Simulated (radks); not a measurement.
Values are calculated unless marked as measured or tabulated.
Excited configurations of neutral aluminium: one electron is placed in a higher orbital outside [Ne] 3s2. The ground configuration is [Ne] 3s2 3p1. Level of theory: non-relativistic Kohn-Sham, PBE, spin-polarised, spherical densities, point nucleus; open shells are filled with parallel spins first (a radial shooting solver on a logarithmic mesh with Libxc functionals). Excitation = E - E(ground); binding = E(ion) - E, where the ion is the core of charge +1; n* = 1/sqrt(2 binding) in atomic units, and the quantum defect is n - n*.

| outer orbital | excitation (eV) | binding (eV) | n* | quantum defect | eigenvalue (eV) | <r> (bohr) |
|---|---|---|---|---|---|---|
| 4p | 3.815 | 2.148 | 2.517 | 1.483 | -1.246 | 9.379 |
| 5d | 5.159 | 0.805 | 4.111 | 0.889 | -0.503 | 25.89 |
| 5f | 5.290 | 0.673 | 4.495 | 0.505 | -0.405 | 28.26 |
| 6s | 5.022 | 0.941 | 3.802 | 2.198 | -0.622 | 24.37 |
| 6p | 5.179 | 0.784 | 4.165 | 1.835 | -0.515 | 28.71 |
| 7p | 5.412 | 0.552 | 4.966 | 2.034 | -0.378 | 42.02 |

The Delta-SCF ionisation energy is 5.964 eV (NIST Atomic Spectra Database: 5.986 eV, measured). Self-interaction in the functional shifts the binding energies and quantum defects, so they are the method's values and not measured ones. Open shells are spherical and high-spin; term and fine-structure splittings are not resolved.
